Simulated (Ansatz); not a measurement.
Cartesian coordinates in Å:
```
C 0.8168 -1.6425 0.0994
Sn -0.1212 0.2428 -0.0148
O 0.9439 1.6623 0.8158
O -1.8641 0.2720 0.8801
O -0.4450 0.8118 -1.8616
H 0.5122 -2.1352 1.0216
H 0.5134 -2.2407 -0.7584
H 1.8971 -1.5047 0.0921
H 0.4235 2.1866 1.4303
H -2.5488 0.6428 0.3170
H -0.1279 1.7047 -2.0215
```

The species carries charge 0 and has multiplicity 1. Sn: def2 effective core potential.

Task: List the ωB97M-V/def2-TZVPP orbital energies in eV (Ansatz 0.2.0). (Estimate.)

Result: Computed: Occupied: -525.74, -525.74, -525.74, -281.94, -143.31, -97.92, -97.92, -97.85, -32.23, -32.23, -31.69, -31.47, -31.47, -30.01, -29.01, -29.01, -22.62, -17.41, -15.79, -15.79, -14.36, -14.36, -13.64, -12.41, -12.08, -12.08, -11.14, -11.14, -10.73. Lowest empty: 1.04, 2.13, 2.18, 2.19, 4.04, 4.08, 4.08, 4.36.
